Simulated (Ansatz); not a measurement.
Single points on the cluster Sn2Se2.

```yaml
crystal:
  periodic: [false, false, false]
  atoms:
    - {symbol: Sn, position_ang: [0.680886, 0.313453, -1.556822]}
    - {symbol: Sn, position_ang: [-1.113496, -0.470166, 1.234785]}
    - {symbol: Se, position_ang: [0.908350, -1.716443, 0.104260]}
    - {symbol: Se, position_ang: [-0.475740, 1.873166, 0.217777]}
basis:
  gaussian: {orbitals: def2-SVP, initial_orbitals: start.molden}
hamiltonian: {xc: pbe, dispersion: d4}
scf: {omitted_lower_state_checks: [starts]}
output: {orbitals: {seedname: orbitals}}
```

The file start.molden holds the orbitals of an earlier run on this structure, at another level or in another basis.

```sh
$ ansatz run in.yaml --threads 4 --pin off --events-out ev --progress --plain --max-ram 4787MiB
```

Shortened log:

```
Functional definition: PBE
1274 factors; their error is unknown
mean field evaluation 1: about -142331.0109 eV, gradient 2.8e1 eV
mean field evaluation 2: about -142331.3134 eV, gradient 5.6e-1 eV
mean field evaluation 4: about -142331.1228 eV, gradient 9.7e-2 eV
mean field -142331.12277972 eV, -5230.5722866546 hartree, gradient 2.1e-5 eV, S^2 0.000000; 0 other end points of the search recorded, 0 dependent functions left out
reference -142331.12281139 eV, -5230.5722878186 hartree; 56, 56 occupied and 60, 60 virtual orbitals, 1274 factors
Total energy: -142331.40407046 eV, -5230.5826238986 hartree
Checks for a lower state left out: starts
```

Run time 1.2 s (4 threads of Arm Neoverse V1 on a shared host).

First input, but with `gaussian: {orbitals: def2-TZVPD, initial_orbitals: start.molden}`, `hamiltonian: {xc: pbe0, dispersion: d4}` (abridged; 7 s):

```
Functional definition: PBE0
mean field -142351.83942201 eV, -5231.3336092167 hartree, gradient 1.7e-5 eV, S^2 0.000000
Total energy: -142352.08049479 eV, -5231.3424684779 hartree
Checks for a lower state left out: starts
```

The first input with `correlation: {method: ccsd_t}` and without the key `hamiltonian` (abridged; 16 s):

```
Functional definition: HF
mean field -142205.27307705 eV, -5225.9473953856 hartree, gradient 2.4e-6 eV, S^2 0.000000
26 core orbitals not correlated: weight in the atoms' cores, before any rotation towards them, 1.000 or more for the frozen orbitals, at most 0.000 for the correlated occupied ones
second order -17.45319263 eV of doubles, -0.00000000 eV of singles
cycle   1  -17.12242648 eV  change    3.3e-1 eV  update   1.4e-1
cycle   2  -17.65657970 eV  change   -5.3e-1 eV  update   4.5e-2
cycle   3  -17.78383788 eV  change   -1.3e-1 eV  update   3.0e-2
cycle   4  -17.74814374 eV  change    3.6e-2 eV  update   9.4e-3
cycle   5  -17.75221580 eV  change   -4.1e-3 eV  update   4.7e-3
cycle   6  -17.75232803 eV  change   -1.1e-4 eV  update   1.7e-3
cycle   7  -17.75156359 eV  change    7.6e-4 eV  update   7.7e-4
cycle   8  -17.75192541 eV  change   -3.6e-4 eV  update   3.5e-4
cycle   9  -17.75197783 eV  change   -5.2e-5 eV  update   1.9e-4
cycle  10  -17.75184949 eV  change    1.3e-4 eV  update   6.8e-5
cycle  11  -17.75192236 eV  change   -7.3e-5 eV  update   3.4e-5
cycle  12  -17.75192424 eV  change   -1.9e-6 eV  update   1.1e-5
perturbative correction -0.74387707 eV, -0.0273369781 hartree
Total energy: -142223.76887836 eV, -5226.6271035467 hartree
Checks for a lower state left out: starts
```

The first input with `gaussian: {orbitals: def2-TZVP, initial_orbitals: start.molden}` (abridged; 2.3 s):

```
Functional definition: PBE
mean field -142347.51928170 eV, -5231.1748469885 hartree, gradient 2.9e-5 eV, S^2 0.000000
Total energy: -142347.80057810 eV, -5231.1851844404 hartree
Checks for a lower state left out: starts
```

First input, but with `gaussian: {orbitals: def2-TZVP, initial_orbitals: start.molden}`, `hamiltonian: {xc: pbe0, dispersion: d4}`, `output: {forces: true, orbitals: {seedname: orbitals}}` (abridged; 7 s):

```
Functional definition: PBE0
mean field -142351.81161644 eV, -5231.3325873807 hartree, gradient 1.8e-5 eV, S^2 0.000000
Total energy: -142352.05267409 eV, -5231.3414460859 hartree
Atom 0 force    -0.092662    -0.057762     0.513865 eV/Å
Atom 1 force     0.411579     0.174730    -0.276416 eV/Å
Atom 2 force    -0.381535     0.525882    -0.104262 eV/Å
Atom 3 force     0.062619    -0.642849    -0.133188 eV/Å
Dipole moment:    -0.139157    -0.050539    -0.103582 e Å
Checks for a lower state left out: starts
```

As the first input, with `gaussian: {orbitals: def2-TZVP, initial_orbitals: start.molden}`, `hamiltonian: {xc: r2scan, dispersion: d4}` (abridged; 6 s):

```
Functional definition: r2SCAN
mean field -142370.73601469 eV, -5232.0280461889 hartree, gradient 1.7e-5 eV, S^2 0.000000
Total energy: -142370.78546175 eV, -5232.0298633350 hartree
Checks for a lower state left out: starts
```

First input, but with `gaussian: {orbitals: def2-TZVPD, initial_orbitals: start.molden}`, `hamiltonian: {xc: r2scan, dispersion: d4}` (abridged; 7.5 s):

```
Functional definition: r2SCAN
mean field -142370.76328091 eV, -5232.0290482041 hartree, gradient 2.7e-5 eV, S^2 0.000000
Total energy: -142370.81273871 eV, -5232.0308657446 hartree
Checks for a lower state left out: starts
```

Geometry: PBE-D4/def2-SVP.

In the def2 sets Sn takes a core potential; there is no spin–orbit coupling. Correlated methods freeze 26 core orbitals; core or outer-core shells of Sn, Se are correlated, in sets that lack core-valence functions. The structure comes from a short search, and lower isomers may exist.
